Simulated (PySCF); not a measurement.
C2H6FNSi2. Atoms are numbered in the order given.

```xyz
12

N      2.3259    -0.2036     0.7203
Si     0.6456    -0.5569     0.9026
C     -0.1514    -1.6599    -0.4261
C     -1.1239    -0.9081    -1.0098
Si    -1.0466     0.7394    -0.1007
F     -0.5654     1.9945    -1.0459
H      2.9451    -0.1521     1.5212
H      2.6821     0.3214    -0.0713
H      0.4985    -1.0598     2.3010
H      0.0481    -2.7020    -0.7138
H     -1.7813    -1.2887    -1.8026
H     -2.3191     1.2084     0.5258
```

Geometry optimised at B3LYP-D3(BJ)/def2-SVP. The structure was generated by enumeration; whether it is a known compound was not checked. Other conformers were not sampled.

Level of theory: PBE/def2-TZVP in PySCF.

Atomic charges (e):

```csv
atom,meta-Löwdin,Löwdin,Mulliken
N1,-0.71,-0.25,-0.58
Si2,?,0.12,0.24
C3,-0.31,-0.23,-0.15
C4,-0.32,-0.25,-0.20
Si5,?,0.13,0.39
F6,?,-0.02,-0.30
H7,?,0.16,0.23
H8,?,0.16,0.23
H9,?,-0.03,-0.03
H10,0.12,0.12,0.11
H11,0.12,0.12,0.11
H12,-0.10,-0.04,-0.05
```

Problem. What belongs in the gaps? (The exact figures need the calculation; the answer reports its results.)

Solution. 
- Si2, meta-Löwdin: 0.57
- Si5, meta-Löwdin: 0.72
- F6, meta-Löwdin: -0.49
- H7, meta-Löwdin: 0.24
- H8, meta-Löwdin: 0.24
- H9, meta-Löwdin: -0.09

Computed Mayer and Wiberg (Löwdin basis) orders of the bonds:
```json
[
 {"bond": "N1–Si2", "Mayer": "1.19", "Wiberg": "1.57"},
 {"bond": "Si2–C3", "Mayer": "0.89", "Wiberg": "1.07"},
 {"bond": "C3–C4", "Mayer": "1.81", "Wiberg": "2.03"},
 {"bond": "Si2–Si5", "Mayer": "0.90", "Wiberg": "0.97"},
 {"bond": "C4–Si5", "Mayer": "0.98", "Wiberg": "1.12"},
 {"bond": "Si5–F6", "Mayer": "1.09", "Wiberg": "1.69"},
 {"bond": "N1–H7", "Mayer": "0.92", "Wiberg": "0.95"},
 {"bond": "N1–H8", "Mayer": "0.91", "Wiberg": "0.95"},
 {"bond": "Si2–H9", "Mayer": "0.91", "Wiberg": "0.90"},
 {"bond": "C3–H10", "Mayer": "0.92", "Wiberg": "0.86"},
 {"bond": "C4–H11", "Mayer": "0.92", "Wiberg": "0.87"},
 {"bond": "Si5–H12", "Mayer": "0.89", "Wiberg": "0.92"}
]
```
